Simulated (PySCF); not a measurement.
**Fractional electron number in Pd⁺ (palladium, charge +1)**

The 4d beta orbital of [Kr] 4d9 is emptied in steps (occupation f), with all orbitals relaxed, ending at [Kr] 4d8. Computed with PySCF 2.14 in aug-cc-pVTZ-PP with ECP28MDF, with a scalar-relativistic core potential. The exact energy is a straight line in f; departures are measured from the line between the end points of the same method.

```
  f  MN15 (eV)
  1      0.000
0.9     -0.299
0.7     -0.703
0.5     -0.844
0.3     -0.714
0.1     -0.307
  0      0.000
```

```
method  E(f=0) − E(f=1) (eV)  −ε at f=1 (eV)  −ε at f=0.5 (eV)
  MN15                20.091          16.789            20.060
```

Orbital energy along the path (eV):

```csv
f,MN15
1,-16.789
0.9,-17.422
0.7,-18.721
0.5,-20.060
0.3,-21.429
0.1,-22.817
0,-23.513
```

Reference removal energy between the ground levels: 19.43 ± 0.12 eV (semi-empirical (NIST evaluation); NIST Atomic Spectra Database, ionization energies). The calculation has no spin-orbit coupling. The determinant left behind need not be the lowest term of the ion.
